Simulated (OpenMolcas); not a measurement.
# 4s² 4p³ along the 33-electron sequence

```json
{"Program": "OpenMolcas", "Method": "CASSCF", "Basis": "ANO-R3", "Scalar Hamiltonian": "X2C, finite nucleus", "Spin-orbit coupling": "state interaction with AMFI integrals over the reference wave functions, term energies averaged over their components"}
```

Active space for each ion: 3 electrons in 3 orbitals (4p).

Computed levels in cm-1 above ⁴S°_3/2:

```json
{"Level": "²D°_3/2", "As": "14504", "Se+": "17496", "Kr3+": "21968"}
{"Level": "²D°_5/2", "As": "14686", "Se+": "17900", "Kr3+": "23198"}
{"Level": "²P°_1/2", "As": "24248", "Se+": "29581", "Kr3+": "38260"}
{"Level": "²P°_3/2", "As": "24491", "Se+": "30121", "Kr3+": "39940"}
{"Level": "weight of ⁴S° in the lowest level (%)", "As": "100", "Se+": "100", "Kr3+": "99"}
```

Measured, with the error of the calculation in %. Measured levels: As, Se+ from NIST Handbook of Basic Atomic Spectroscopic Data; Kr3+ from Saloman, J. Phys. Chem. Ref. Data 36, 215 (2007).

| Level | As | Se+ | Kr3+ |
| --- | --- | --- | --- |
| ²D°_3/2 | 10593 (+36.9) | 13168 (+32.9) | 17038 (+28.9) |
| ²D°_5/2 | 10915 (+34.5) | 13784 (+29.9) | 18700 (+24.1) |
| ²P°_1/2 | 18186 (+33.3) | 23038 (+28.4) | 31056 (+23.2) |
| ²P°_3/2 | 18648 (+31.3) | 23895 (+26.1) | 33406 (+19.6) |

²D°_3/2 changes by a factor of 1.51 over the same range, with steps per unit of Z of +2990, +2240 cm-1.

With the s shell closed, the reference lacks s² → p² mixing. Without dynamic correlation excited terms often stand tens of per cent too high (terms of higher spin than the ground term too low), and those without a measured partner can miss by more than the paired ones (holds for As; Se+). Computed and measured levels are paired by configuration, term and J; levels that our copy of the source lacks, or whose pairing is in doubt (as where it misses far off the trend of its configuration), stay unpaired and out of the deviations. Levels of configurations outside the active space are missing.

° marks odd parity.
